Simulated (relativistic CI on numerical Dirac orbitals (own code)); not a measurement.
## Slater and spin-orbit integrals, I XIX

Method of calculation: Dirac-Coulomb-Breit CI, KLI orbitals optimised for each configuration, model QED (radiative potential, 1s self-energy scaled to tabulated hydrogen-like ionisation energies), unscaled Slater integrals (own radial code, finite nucleus).

Slater integrals F^k, G^k are unscaled and averaged over j, outside the closed core [Ar] 3d10; ζ comes from projecting the Hamiltonian with its Breit term on Σ l·s of the shell.

- 4s2 4p5: ζ(4p) = 75399 cm⁻¹; <r>(4p) = 0.704, <r^2>(4p) = 0.5593 (bohr units).
- 4s2 4p4 4d: F^2(4p,4p) = 147410, ζ(4p) = 75664, F^2(4p,4d) = 141850, G^1(4p,4d) = 179000, G^3(4p,4d) = 113720, ζ(4d) = 8521.6 cm⁻¹; <r>(4p) = 0.7038, <r^2>(4p) = 0.5589, <r>(4d) = 0.7345, <r^2>(4d) = 0.6153 (bohr units).
- 4s 4p5 4d: G^1(4s,4p) = 193840, ζ(4p) = 75551, G^2(4s,4d) = 140260, F^2(4p,4d) = 141810, G^1(4p,4d) = 178960, G^3(4p,4d) = 113690, ζ(4d) = 8591.4 cm⁻¹; <r>(4s) = 0.6791, <r^2>(4s) = 0.5176, <r>(4p) = 0.7039, <r^2>(4p) = 0.5591, <r>(4d) = 0.7346, <r^2>(4d) = 0.6156 (bohr units).

Averages of the first 10 configurations, taken without configuration mixing, which lowers the lowest level and can move excited configurations by several eV; other configurations of the list can lie among them:

| Configuration | Parity | States | Average energy above the lowest level (eV) |
| --- | --- | --- | --- |
| 4s2 4p5 | odd | 6 | 6.1 |
| 4s 4p6 | even | 2 | 73.6 |
| 4s2 4p4 4d | even | 150 | 95.0 |
| 4s 4p5 4d | odd | 120 | 159.6 |
| 4s2 4p4 4f | odd | 210 | 191.6 |
| 4s 4p5 4f | even | 168 | 256.5 |
| 4p6 4d | even | 10 | 230.8 |
| 4s 4p4 4d2 | even | 1350 | 247.5 |
| 4s2 4p3 4d 4f | even | 2800 | 280.9 |
| 4s2 4p4 5s | even | 30 | 226.6 |
